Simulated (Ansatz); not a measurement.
Cartesian coordinates (Å):
```xyz
13

Si    -1.2756     2.0791    -0.0255
Al     0.0356    -0.0070    -0.0121
Si     2.4938     0.0577    -0.1307
Si    -1.1845    -2.1420     0.1451
H     -2.2002     2.1324     1.1390
H     -2.1178     2.1408    -1.2517
H     -0.4443     3.3105     0.0047
H      2.9893     1.1337    -1.0292
H      3.0953    -1.2241    -0.5819
H      3.0323     0.3427     1.2288
H     -2.1973    -2.1082     1.2341
H     -1.9199    -2.3918    -1.1253
H     -0.3044    -3.3154     0.3851
```
Charge 0, multiplicity 1.

All values below come from frozen-core CCSD(T)/cc-pVTZ // B3LYP-D3(BJ)/def2-TZVP run with Ansatz (a first-principles code).

```json
{
 "HF energy": "-1113.98296 Ha",
 "MP2 correlation energy": "-0.45957 Ha"
}
```

Problem. Estimate the CCSD correlation energy, the (T) correction, the total energy and the T1 diagnostic.

Solution. 
```
Item                              Value
-----------------------  --------------
CCSD correlation energy     -0.54528 Ha
(T) correction              -0.01870 Ha
CCSD(T) total energy     -1114.54694 Ha
T1 diagnostic                     0.014
```
